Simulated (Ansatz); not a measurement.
`O[Si](O)(Br)Br` + HCl → `O[Si](Cl)(Br)Br` + H₂O at 700 K and 1 bar (ligand exchange at the Si–O bond).

Computed with Ansatz on PBE0-D4/def2-TZVP structures; ΔE is electronic, products minus reactants. CCSD(T)/CBS is the MP2 limit (def2-TZVPP, def2-QZVPP) plus CCSD(T) − MP2 in def2-TZVPP, frozen cores. This one scheme is used for every species. For Br outer-core shells are correlated without core-valence functions, which leaves a few kJ/mol of doubt a bond. Scalar relativity is left out up to krypton. Each species was taken in one conformer, which may not be the lowest.

```
          species  CCSD(T)/CBS energy (Eh)  H − E (kJ/mol)  S (J/(mol·K))
 `O[Si](O)(Br)Br`              -5587.47927           153.5          476.5
              HCl               -460.38127            38.4          211.8
`O[Si](Cl)(Br)Br`              -5971.47577           115.6          470.6
              H₂O                -76.37941            80.5          218.4
```

H − E and S are ideal-gas, rigid-rotor, harmonic terms from PBE0-D4/def2-TZVP, for one conformer and one mirror image of each species. 1 Eh = 2625.50 kJ/mol, R = 8.31446 J/(mol·K).

Task: By hand: ΔE, ΔH, ΔS and ΔG.

Result: ΔE = (-5971.47577) + (-76.37941) − (-5587.47927) − (-460.38127) = 0.00536 Eh = 14.1 kJ/mol. Δ(H − E) = 115.6 + 80.5 − 153.5 − 38.4 = 4.2, so ΔH = 18.3 kJ/mol. ΔS = 470.6 + 218.4 − 476.5 − 211.8 = 0.7 J/(mol·K). ΔG = 18.3 − 700 × (0.7)/1000 = 17.8 kJ/mol.

Task: By hand: the equilibrium constant, and the temperature at which ΔG would vanish if ΔH and ΔS stayed fixed.

Result: log₁₀ K = −ΔG/(RT ln 10) = -1.3. ΔG = 0 at ΔH/ΔS = 26143 K, far beyond where these terms or the molecules hold.

The number of gas molecules stays the same, so ΔS is small and ΔH decides. A doubt of 5 kJ/mol in ΔE shifts log₁₀ K by 0.4 here. Other conformers and mirror images would add mixing entropy, several J/(mol·K) or more a flexible species. These are equilibria of isolated gas molecules and say nothing of rates. Largest T1 diagnostic: 0.009 (customary marks: 0.02 for closed shells, 0.045 for open ones).
